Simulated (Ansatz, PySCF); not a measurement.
Gas-phase reaction (SMILES): FC(F)(F)C(F)(F)F [1,1,1,2,2,2-hexafluoroethane] → 2 F[C](F)F; the C-C bond at the site shown breaks (other sites are not compared here).

Each molecule is optimised on its own at B3LYP-D3(BJ)/def2-TZVP (Ansatz, a quantum-chemistry and plane-wave program), one conformer each, not searched for the lowest. Correlated levels leave the core frozen unless marked. UHF or UKS for open shells. No spin-orbit coupling. Non-relativistic. Basis-set limits of correlation are two-point, X^-3; Hartree-Fock from the larger set. [CCSD(T)-MP2]/basis is that difference in the basis named. Thermal terms are rigid-rotor harmonic-oscillator values from B3LYP-D3(BJ) frequencies (Ansatz or PySCF) at 298.15 K and 1 atm. 1 Eh = 627.5095 kcal/mol.

| species | E, RI-MP2/CBS(aug-cc-pVTZ,aug-cc-pVQZ)+[CCSD(T)-MP2]/aug-cc-pVTZ (Ansatz) (Eh) | E, PBE0-D4/def2-TZVPD (Ansatz + dftd4) (Eh) | H - E (Eh) |
|---|---|---|---|
| FC(F)(F)C(F)(F)F | -674.84801 | -674.94068 | 0.03669 |
| F[C](F)F | -337.34354 | -337.39577 | 0.01637 |

Q: Work out ΔE and ΔH at 298.15 K at the first level, then ΔH at the second.

A: 
1. ΔE = [2×(-337.34354)] - [(-674.84801)] = 0.16093 Eh = 101.0 kcal/mol at RI-MP2/CBS(aug-cc-pVTZ,aug-cc-pVQZ)+[CCSD(T)-MP2]/aug-cc-pVTZ.
2. The terms H - E add up to -0.00395 Eh, so ΔH = (0.16093 + (-0.00395))×627.5095 = 98.5 kcal/mol.
3. At PBE0-D4/def2-TZVPD the same steps give ΔE = 93.6 and ΔH = 91.1 kcal/mol, a shift of -7.4 from the first level.
4. Tabulated enthalpies of formation (FC(F)(F)C(F)(F)F -322.8 kcal/mol, ATcT 1.112; F[C](F)F -111.9 kcal/mol, ATcT 1.112) give ΔH = 99.0, so the errors are -0.5 and -7.9 kcal/mol; the tables hold anharmonic motion, scalar relativity, spin-orbit effects, and any other conformers, which both levels lack, and core correlation, which the frozen-core level lacks.
